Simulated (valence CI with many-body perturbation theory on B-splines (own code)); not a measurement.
Pd7+ in brief

Method: configuration interaction combined with many-body perturbation theory (CI+MBPT): three valence electrons over a frozen Dirac-Fock core [Kr], a basis of 9 s, 9 p, 10 d, 8 f, 5 g, 3 h, 1 i functions for each j, with the one-electron correlation potential Σ1 (screened to all orders), the two-electron term Σ2, the three-electron term Σ3, Breit, model QED; selected single and double excitations, second order for the rest, scaled by the run's own slope (own B-spline code, finite nucleus).

No measured spectrum was set against this ion. As an estimate, terms of the open shell hold to 2 to 4 % of their energy, and close levels can change places; different configurations can be misplaced against each other by 1,000 to 8,000 cm⁻¹. Core correlation moves these levels by up to 15000 cm⁻¹, and in measured spectra 5 to 20 % of such shifts remained as error; rates that hang on mixing are uncertain with them. The list stops below the first excitations out of the core.

Names give the largest LS component (configuration and term), which can be under half, so a name can repeat, a term be missing and a line seem to break the LS rules; names also repeat where a configuration has a term twice.

Rates and lifetimes use the calculated energies. Strong lines usually hold to 10 to 20 %, long lifetimes can be off by a factor of two.

**Question.** What is the ground level?

**Answer.** 4d3 4F_3/2, composition 96 % 4d3 4F + 3 % 4d3 2D, g = 0.414.

**Question.** How well does LS coupling describe the low levels?

**Answer.** Among the lowest 20 levels the leading LS term, summed over configurations, holds 87 % on average. For single configurations the figures are 86 % in LS and 70 % in jj coupling. Terms mix most in the J = 3/2 level at 25015 cm⁻¹, where the leading one holds 53 %.

**Question.** How is the term 4F of the ground level split?

**Answer.** J = 3/2 at 0.0, J = 5/2 at 2471, J = 7/2 at 5281, J = 9/2 at 8125 cm⁻¹.

**Question.** What is the ionisation energy?

**Answer.** 121.21 eV; NIST lists 120 ± 2.1 eV (theoretical).

**Question.** Name the longest-lived excited levels whose lifetime is computed, and their main decay.

**Answer.** 4d3 4P_1/2 at 17213 cm⁻¹ lives 4.52 s, mostly by M1 to 4d3 4F_3/2; 4d3 4F_9/2 at 8125 cm⁻¹ lives 1.68 s, mostly by M1 to 4d3 4F_7/2; 4d3 4F_5/2 at 2471 cm⁻¹ lives 1.57 s, mostly by M1 to 4d3 4F_3/2.
